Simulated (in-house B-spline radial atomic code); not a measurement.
A fraction x of an electron is removed from 1s in He, starting from 1s2 and keeping the highest spin. Method: scalar-relativistic (X2C) r2SCAN0, spin-polarised, spherical fractional occupations, Gaussian nucleus of rms radius 1.6755 fm. Calculated with an all-electron radial atomic-structure program (B-spline basis).

Caution: exact exchange at fractional occupations of open shells leaves self-interaction of up to several eV.

```csv
x,E(x) - E(0) (eV),1s down level (eV)
0,0.0000,-18.770
0.11,2.1389,-20.122
0.17,3.3685,-20.863
0.31,6.4102,-22.587
0.46,9.9344,-24.390
0.5,10.9193,-24.854
0.53,11.6701,-25.196
0.65,14.7724,-26.485
0.85,20.2548,-28.277
0.89,21.3930,-28.640
```
